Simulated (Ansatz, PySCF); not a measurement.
C₄H₁₀Al (SMILES C[CH2][Al+][CH2]C), charge +1, singlet, at a GFN2-xTB geometry (such geometries of metal compounds can be far from the true shape). Base run: PySCF with CASSCF(6,5)/6-31G.

The PySCF input:
```python
from pyscf import gto, scf, mcscf
import numpy

mol = gto.M(
    atom='''
Al   -0.09167300    0.01328088    0.19980280
C     1.51097510   -0.83750161    0.99562461
C     1.69532870   -2.30583855    0.53337823
H     1.42890422   -0.80679103    2.09720080
H     2.41138481   -0.25339307    0.73363373
H     1.82287287   -2.37346713   -0.54687214
H     0.84329976   -2.92417067    0.81533546
H     2.58385723   -2.72289666    1.00349630
C    -1.69730265    0.86449532   -0.58952067
C    -1.39491892    2.26231748   -1.18812624
H    -2.47723241    0.95866480    0.18764762
H    -2.11712502    0.21076296   -1.37497776
H    -0.65895786    2.20484802   -1.98989964
H    -1.02007363    2.94978032   -0.43005391
H    -2.30967433    2.68317514   -1.60108242
''',
    basis='6-31g',
    charge=1,
    verbose=4,
)

mf = scf.RHF(mol)
mf.kernel()
mc = mcscf.CASSCF(mf, 5, 6)
mc.fix_spin_(ss=0.0)
mc.kernel()
occ = numpy.linalg.eigvalsh(mc.fcisolver.make_rdm1(mc.ci, mc.ncas, mc.nelecas))[::-1]
ss = mc.fcisolver.spin_square(mc.ci, mc.ncas, mc.nelecas)[0]
print('natural occupations', occ.round(4), ' <S^2>', round(ss, 4))
```

Programs used: Ansatz (a program for electronic structure), PySCF; a row that names a program was run with it.

The base run was repeated with changes; each row names its change, and settings that it needs were set with it.

```tsv
change	ΔE vs base (mEh)	natural occupations	<S^2> of the state
base	0.000	2.00 1.98 1.96 0.05 0.02	0.00
correction = SC-NEVPT2	-376.0	2.00 1.98 1.96 0.05 0.02	0.00
active space = 8 electrons, 7 orbitals	-20.608	2.00 1.98 1.98 1.96 0.04 0.02 0.02	0.00
active space = 10 electrons, 8 orbitals	-21.426	2.00 2.00 1.98 1.98 1.96 0.05 0.02 0.02	0.00
code = ansatz	-4.955	-	-
orbitals = fixed (CASCI)	29.595	2.00 2.00 2.00 0.00 0.00	0.00
start = MP2 natural orbitals	-4.970	2.00 1.98 1.97 0.03 0.02	0.00
fix_spin_ = off	0.000	2.00 1.98 1.96 0.05 0.02	0.00
active space = 4 electrons, 5 orbitals	-2.205	1.97 1.96 0.05 0.01 0.01	0.00
code = ansatz; correction = SC-NEVPT2, all electrons	-376.5	-	-
orbitals = fixed (CASCI); correction = SC-NEVPT2	-372.4	2.00 2.00 2.00 0.00 0.00	0.00
```

Active orbitals are taken around the Fermi level unless the row says otherwise; CASSCF can end in different local minima, and two programs can end on different orbitals. State-averaged rows give the lowest state.

Ansatz warned in this series: other orbitals give a lower active-space energy.
